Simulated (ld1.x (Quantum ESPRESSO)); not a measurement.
# chlorine (Cl), TM: configuration errors across variants

```
Element                 : chlorine (Cl)
Generator               : ld1.x (Quantum ESPRESSO) 7.5
Type                    : norm-conserving Troullier–Martins (Kleinman–Bylander form)
Functional              : PBE
Relativity              : scalar-relativistic
Frozen core             : [Ne]
Valence charge          : 7
Reference configuration : 3s1.5 3p5.5
Partial waves           : 3s (bound): rc 1.20 bohr; 3p (bound): rc 1.35 bohr; 3d channel at 0.3 Ry: rc 1.30 bohr
Local potential         : all-electron potential smoothed inside 0.95 bohr (lloc = -1)
Core correction         : Bessel-smoothed model core, default radius (core density twice the valence density)
```

All-electron excitation energies from the reference (eV): (1) 3s2 3p5 -6.063; (2) 3s2 3p4 7.813; (3) 3s2 3p3 33.260; (4) 3s1 3p5 20.522; (5) 3s2 3p2 71.567; (6) 3s2 3p5.3 -8.201; (7) 3s2 3p4.5 -0.480.

The default core radius of the base comes out at 0.79 bohr.

Errors AE − PS in meV (a dash: test not solved or not reliable):

```tsv
change	(1)	(2)	(3)	(4)	(5)	(6)	(7)	bound ghosts
base	+0.3	+3.1	+30	+6.2	+110	+1.3	0.0	none
wave 3d channel at 0.3 Ry: rc 1.30 bohr becomes 3d channel at 0.3 Ry: rc 1.58 bohr	+0.3	+3.1	+30	+6.2	+110	+1.3	0.0	none
core correction Bessel-smoothed model core inside 1.14 bohr	+0.3	+3.1	+30	+6.0	+109	+1.2	0.0	none
wave 3s (bound): rc 1.20 bohr becomes 3s (bound): rc 1.14 bohr	+0.2	+3.1	+31	+6.2	+112	+1.2	-0.1	none
wave 3d channel at 0.3 Ry: rc 1.30 bohr becomes 3d channel at 0.03 Ry: rc 1.30 bohr	+0.3	+3.1	+30	+6.2	+110	+1.3	0.0	none
all radii but the core radius scaled by about 1.35 (s 1.62, p 1.82, d 1.74 bohr); local potential all-electron potential smoothed inside 1.28 bohr (lloc = -1)	-1.0	+2.8	+34	+4.1	+122	0.0	-1.1	none
wave 3p (bound): rc 1.35 bohr becomes 3p (bound): rc 1.80 bohr	+0.7	+2.9	+28	+7.4	+99	+1.8	+0.2	none
core correction Bessel-smoothed model core inside 0.84 bohr	+0.3	+3.1	+31	+6.3	+110	+1.3	0.0	none
wave 3d channel at 0.3 Ry: rc 1.30 bohr becomes 3d channel at 6.92 Ry: rc 1.30 bohr	+0.3	+3.1	+30	+6.2	+110	+1.3	0.0	none
wave 3p (bound): rc 1.35 bohr becomes 3p (bound): rc 0.90 bohr	+0.5	+4.3	+32	+8.8	+101	+1.4	+0.6	none
local potential all-electron potential smoothed inside 1.02 bohr (lloc = -1)	+0.3	+3.0	+29	+6.0	+106	+1.2	0.0	none
```

Q: Give the same row for: local potential all-electron potential smoothed inside 1.00 bohr (lloc = -1).

A: +0.3, +3.0, +29, +5.9, +105, +1.2, 0.0; bound ghosts: none.
